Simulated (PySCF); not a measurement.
Species: C3H11NOSSi2.
Cartesian coordinates in Å at the PBE0-D3(BJ)/def2-SVP level; atoms count from 1:
```
atom  x, y, z in Å
C1    -2.3043   -0.7126   -0.3258
N2    -1.3400    0.2926    0.0328
C3    -1.8444    1.6186    0.3042
C4    -0.0087    0.0531    0.1037
O5     0.7983    0.9250    0.4142
Si6    0.7167   -1.7002   -0.2736
S7     2.8325   -1.5487   -0.1947
Si8    3.3607    0.4569    0.4746
H9    -1.8276   -1.6969   -0.4289
H10   -2.7986   -0.4723   -1.2828
H11   -3.0826   -0.7995    0.4504
H12   -2.5251    1.6073    1.1717
H13   -2.3966    2.0086   -0.5669
H14   -0.9918    2.2732    0.5197
H15    0.2815   -2.1702   -1.6238
H16    0.1898   -2.6746    0.7309
H17    3.1294    1.5314   -0.5254
H18    2.9357    0.7875    1.8597
H19    4.8437    0.2310    0.5215
```

Level: PBE0/pcSseg-1 in PySCF, non-relativistic, on one gas-phase PBE0-D3(BJ)/def2-SVP geometry that isn't relaxed in the solvent. The solvent is an IEF-PCM continuum (Bondi radii, 1.10 Å for H, scaled by 1.2). Specific hydrogen bonds and non-electrostatic terms are outside this model.

| run | E − E(gas) (kJ/mol) | HOMO (eV) | HOMO–LUMO gap (eV) | dipole (D) |
| --- | --- | --- | --- | --- |
| gas | 0.00 | -7.21 | 6.71 | 5.75 |
| P | -18.06 | -7.36 | 6.98 | 7.01 |
| Q | -24.26 | -7.31 | 6.95 | 7.44 |

Q: The runs were made in acetone and chloroform. Which run belongs to which solvent?

A: P = chloroform, Q = acetone. The dielectric constants are 4.711 (chloroform), 20.49 (acetone), and the energy falls further as ε rises. In this model the ground state sees the solvent through ε alone.

Q: How constant is the ratio of the lowering to (ε − 1)/(2ε + 1)?

A: 
| solvent | (ε − 1)/(2ε + 1) | E − E(gas) (kJ/mol) | ratio (kJ/mol) | polarisation term (kJ/mol) |
| --- | --- | --- | --- | --- |
| chloroform | 0.356 | -18.06 | -50.7 | -21.11 |
| acetone | 0.464 | -24.26 | -52.3 | -29.88 |

The ratio changes by +3.0 % in size from chloroform to acetone. The polarisation term is half the interaction of the solute with the induced surface charges.
